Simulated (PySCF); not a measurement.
A survey of 17O NMR shifts

- geometry from GFN2-xTB
- shieldings: GIAO PBE0/pcSseg-1
- code: PySCF 2.14.0 with density-fitted response routines
- one averaged value for each set of equivalent atoms, isolated molecule, a single conformation, non-relativistic Hamiltonian

Shieldings were converted by a linear fit to measured shifts: 17O: δ = 266.70 − 0.911σ (rms 10.7 ppm, 155 shifts, 12.2 ppm with the 3 outliers that the fit left out vs liquid water, solution or neat liquid). A few per cent of atoms miss by over 2 rms, more outside the fitted compound classes.

Task: Give the 17O shifts of `C[C@@H]1CC[C@@H](C(=O)F)C1`, `CO[SiH2]C#C[SiH3]`.

Result: 
```csv
compound,environment,δ (ppm)
C[C@@H]1CC[C@@H](C(=O)F)C1,carbonyl oxygen,370.1
CO[SiH2]C#C[SiH3],"oxygen bonded to C, Si",-36.8
```

Task: Match the shifts 624.6, 358.9, 224.6, 176.1, 40.9, -7.4 ppm to `C[C@@H]1[C@@H](C)C[C@H]1C(=O)F`, `CCC[C@@H]1C[SiH2]O[SiH2]1`, `C=C1C=C1C(C)=O`, `CCOC1C[SiH2][SiH2]C1`, `C1=C[C@H]2C=C[C@@H]1O2`, `C=Cc1ccco1`.

Result: 624.6: C=C1C=C1C(C)=O (ketone oxygen); 358.9: C[C@@H]1[C@@H](C)C[C@H]1C(=O)F (carbonyl oxygen); 224.6: C=Cc1ccco1 (aromatic ring oxygen); 176.1: C1=C[C@H]2C=C[C@@H]1O2 (ether oxygen); 40.9: CCOC1C[SiH2][SiH2]C1 (ether oxygen); -7.4: CCC[C@@H]1C[SiH2]O[SiH2]1 (oxygen bonded to 2 Si, in a 5-membered ring).
